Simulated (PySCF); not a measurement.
## How methods differ on the ionisation energy of W(67+)

W(67+) [He] 2s2 2p3 [2p1/2^2 2p3/2^1, M_J = 3/2] → W(68+) [He] 2s2 2p2 [2p1/2^2, M_J = 0], as a difference of total energies. Calculation: PySCF 2.14, in an uncontracted even-tempered set (16 s from 52 bohr⁻², ratio 2.4; 13 p from 68 bohr⁻², ratio 2.4; 5 d from 230 bohr⁻², ratio 2.6; 4 f from 340 bohr⁻², ratio 2.6); the two-component X2C-1e Hamiltonian. Correlated levels: nothing frozen; the 28 highest virtual spinors dropped. "Screened" scales the spin-orbit matrix elements by Boettger's factors to mimic the two-electron term; Breit and QED terms are absent.

| method | ionisation energy (eV) |
| --- | --- |
| GHF (spin-free) | 17118.3 |
| GMP2 (spin-free) | 17118.4 |
| GHF (screened spin-orbit) | 16649.5 |
| GMP2 (screened spin-orbit) | 16649.7 |

For this ion Breit and QED terms and the two-electron picture change, all absent here, outweigh the correlation shift from GHF to GMP2.

The spin-free rows relax to the high-spin LS determinant and lack the spin-orbit shift.

The labels give the starting determinants; with spin-orbit coupling the two ends relaxed to ⟨J²⟩ = 3.75, ⟨L²⟩ = 2.61, ⟨S²⟩ = 1.46 and ⟨J²⟩ = 0.00, ⟨L²⟩ = 1.33, ⟨S²⟩ = 1.33.

For comparison: 16588 ± 11 eV (semi-empirical (NIST evaluation); NIST Atomic Spectra Database, ionization energies).
